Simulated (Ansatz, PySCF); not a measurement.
CH13NSi4, SMILES [SiH3][SiH2][SiH2]CN[SiH3]. Atoms are numbered in the order given.

```xyz
19

Si    -3.7045    -0.2073     0.6149
N     -2.3711     0.3859    -0.3177
C     -1.0047     0.4809     0.1566
Si     0.0890    -0.9685    -0.4297
Si     2.3101    -0.7015     0.2855
Si     3.0820     1.3911    -0.4408
H     -4.9248    -0.0393    -0.2281
H     -3.6012    -1.6499     1.0197
H     -3.8222     0.5823     1.8807
H     -2.4661     0.4100    -1.3266
H     -0.5393     1.4403    -0.1400
H     -0.9991     0.4928     1.2607
H     -0.4889    -2.2608     0.0556
H      0.0726    -0.9906    -1.9288
H      3.1884    -1.7824    -0.2644
H      2.3783    -0.7548     1.7817
H      4.5033     1.6350    -0.0462
H      2.9722     1.4782    -1.9304
H      2.2289     2.4679     0.1540
```

The structure is a stationary point at PBE0-D3(BJ)/def2-SVP. The structure was generated by enumeration, and PubChem lists no compound with its InChIKey, so it may never have been made. The values are those of a single conformer.

Two levels are set side by side: PBE-D3(BJ)/def2-SVP (Ansatz, a first-principles code) and PBE0-D3(BJ)/def2-SVP (Ansatz). Each level has its own optimised geometry; the coordinates shown are those of the second. Frequencies come from the Hessian of PySCF at each geometry. Differences are taken from unrounded values.

```
quantity                            PBE0-D3(BJ)  PBE-D3(BJ)  PBE-D3(BJ) minus PBE0-D3(BJ)
----------------------------------  -----------  ----------  ----------------------------
mean bond length (Å)                      1.554       1.565                         0.010
bond Si1–N2 (Å)                           1.732       1.748                         0.016
bond N2–C3 (Å)                            1.450       1.459                         0.009
bond C3–Si4 (Å)                           1.908       1.924                         0.016
bond Si4–Si5 (Å)                          2.349       2.357                         0.009
bond Si5–Si6 (Å)                          2.346       2.353                         0.008
bond Si1–H7 (Å)                           1.493       1.503                         0.010
bond Si1–H8 (Å)                           1.502       1.514                         0.012
bond Si1–H9 (Å)                           1.497       1.506                         0.010
bond N2–H10 (Å)                           1.014       1.023                         0.010
bond C3–H11 (Å)                           1.107       1.115                         0.008
bond C3–H12 (Å)                           1.104       1.112                         0.008
bond Si4–H13 (Å)                          1.496       1.507                         0.011
bond Si4–H14 (Å)                          1.499       1.510                         0.010
bond Si5–H15 (Å)                          1.497       1.508                         0.011
bond Si5–H16 (Å)                          1.499       1.509                         0.010
bond Si6–H17 (Å)                          1.495       1.506                         0.011
highest harmonic wavenumber (cm⁻¹)         3643        3512                          -131
mean harmonic wavenumber (cm⁻¹)            1104        1068                           -36
zero-point energy (kcal/mol)              80.46       77.87                         -2.59
```

Exact exchange shortens and stiffens bonds; PBE has none. Differences between two approximate levels are no errors against the true value.
